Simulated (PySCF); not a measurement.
Vertical excitation energies

Species: C₄H₉NO₂Si.
SMILES: `CN(C)[Si@]1(O)C=CO1`

Method used: TDDFT B3LYP/def2-SVPD, vertical, gas phase, core orbitals frozen in the response in PySCF. The structure is a single GFN2-xTB conformer in the gas phase; no vibrational or solvent corrections. Torsions of this conformer, `[CH3:1][N:2]([CH3:3])[Si@:4]1([OH:5])[CH:6]=[CH:7][O:8]1`: C1–N2–Si4–O5 31°, H–O5–Si4–N2 151°.

Task: Predict the UV-vis stick spectrum at this level.

Result: 

| state | E (eV) | ν̃ (cm⁻¹) | f | main configurations (H = HOMO, L = LUMO) |
| --- | --- | --- | --- | --- |
| S1 | 5.17 | 41680 | 0.022 | H→L (94%) |
| S2 | 5.45 | 43920 | 0.020 | H→L+1 (83%), H-1→L (15%) |
| S3 | 5.59 | 45050 | 0.034 | H-1→L (76%), H→L+1 (12%) |
| S4 | 5.97 | 48120 | 0.0088 | H-1→L+1 (86%) |
| S5 | 6.20 | 49980 | 0.0059 | H→L+3 (91%) |
| S6 | 6.23 | 50280 | 0.017 | H→L+2 (90%) |
| S7 | 6.60 | 53220 | 0.059 | H→L+4 (63%), H-1→L+3 (17%), H-1→L+2 (10%) |
| S8 | 6.66 | 53750 | 0.023 | H-1→L+3 (54%), H-1→L+2 (28%) |

Triplets, Tamm–Dancoff:

| state | E (eV) | λ (nm) | main configurations (H = HOMO, L = LUMO) |
| --- | --- | --- | --- |
| T1 | 3.80 | 326.1 | H→L (58%), H-1→L (23%), H→L+1 (9%) |
| T2 | 5.21 | 238.2 | H-1→L (55%), H→L (33%) |
| T3 | 5.31 | 233.7 | H→L+1 (84%) |

The lowest singlet comes at 240 nm (499 kJ/mol) in the ultraviolet; it is weak; its leading configuration is HOMO→LUMO (94%). The strongest level in the table is S7 at 6.60 eV (188 nm, f = 0.059). Löwdin shares by element: HOMO carbon 34% or more, nitrogen 26%, oxygen 19% or more (atoms not listed hold the other 21%); LUMO carbon 52% or more, oxygen 12% or more, silicon 12% (atoms not listed hold the other 25%). Orbital energies (eV): HOMO-3 -9.28, HOMO-2 -8.37, HOMO-1 -6.68, HOMO -6.24, LUMO -0.30, LUMO+1 0.07, LUMO+2 0.75. The oscillator strengths of these states sum to 0.190; summed over the whole spectrum of an exact calculation they would give the number of electrons, 70 (Thomas–Reiche–Kuhn). Weighted by f, the mean energy of these states is 6.06 eV. Only the lowest 8 singlets were computed, as vertical energies without vibronic structure.
